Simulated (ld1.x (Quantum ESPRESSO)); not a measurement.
**Before and after: TM potential for Nb**

- Element: niobium (Nb)
- Generator: ld1.x (Quantum ESPRESSO) 7.5
- Type: norm-conserving Troullier–Martins (Kleinman–Bylander form)
- Functional: PBE
- Relativity: scalar-relativistic
- Frozen core: [Ar] 3d10 4s2
- Valence charge: 11
- Reference configuration: 4p6 4d3.5 5s0 5p0 (charge +1.5)
- Partial waves: 4p (bound): rc 1.55 bohr; 4d (bound): rc 2.60 bohr; 5s (bound, empty): rc 3.10 bohr
- Local potential: the s channel
- Core correction: Bessel-smoothed model core inside 1.10 bohr

All-electron outer shells of the reference configuration (PBE, scalar-relativistic, ld1.x):

```
shell  level (eV)  outermost node (bohr)  outermost maximum (bohr)
   4s      -70.06                   0.53                      1.04
   4p      -46.15                   0.54                      1.12
   4d      -13.96                   0.55                      1.47
   5s      -13.01                   1.39                      2.82
   5p       -8.82                   1.59                      3.44
```

Change: wave 4d (bound): rc 2.60 bohr becomes 4d (bound): rc 3.14 bohr.

Cutoffs: the cutoffs (Ry, on a coarse ladder) from which the occupation-weighted sum of valence levels, in a spherical-Bessel basis at the reference potential, stays within 10 and 1 mRy of its value at 400 Ry; they do not see the model core or the augmentation charge, which bear on the density cutoff. Errors are all-electron minus pseudo energies relative to the spin-unpolarised reference configuration.

What does the change do?

The potential gets neither clearly harder nor softer (45 Ry and 90 Ry → 45 Ry and 90 Ry); the p channel sets the loose cutoff, while the largest relative change is in d, which becomes softer; of the 7 tests that both files solve, the error grows in 3 and shrinks in 2 by more than 15 % and 0.3 meV (median size 15.8 → 18.0 meV); neither file shows a bound ghost.

```tsv
quantity	base	changed
cutoff, loose	45 Ry	45 Ry
cutoff, tight	90 Ry	90 Ry
loose cutoff by channel (10 mRy a level)	p 35 Ry, d 25 Ry	p 35 Ry, d 18 Ry
bound ghosts	none	none
error for 4p6 4d4 5s1 5p0, meV [ΔE -12.43 eV]	-12	-18
error for 4p6 4d4 5s0 5p0, meV [ΔE -5.79 eV]	-13	-10
error for 4p6 4d3 5s0 5p0, meV [ΔE 8.25 eV]	-16	-8.6
error for 4p6 4d4 5s0 5p1, meV [ΔE -9.48 eV]	-389	-390
error for 4p6 4d4 5s0.5 5p0, meV [ΔE -9.79 eV]	-12	-14
error for 4p5 4d4 5s1 5p0, meV [ΔE 27.32 eV]	-286	-366
error for 4p6 4d3 5s1 5p1, meV [ΔE -9.64 eV]	-551	-536
```
